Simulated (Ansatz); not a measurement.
A calculation with Ansatz (development build ahead of 0.2.0).

```yaml
crystal:
  periodic: [false, false, false]
  atoms:
    - { symbol: Ti, position_ang: [0.0, 0.0, 0.0] }
    - { symbol: S, position_ang: [0.0, 0.0, 2.24] }
basis:
  gaussian: { orbitals: pcseg-2 }
magnetization:
  spin_polarized: true
hamiltonian:
  xc: pbe
```

The input is written out in the form of the current development build from the run's settings.

The run gave:

- Converged: yes
- Total energy: -1247.26343 hartree
- Spin squared of the determinant: 0.982
- Stability test: minimum

Caution: another spin multiplicity may lie lower; the unrestricted determinant is a mixture of spin states.
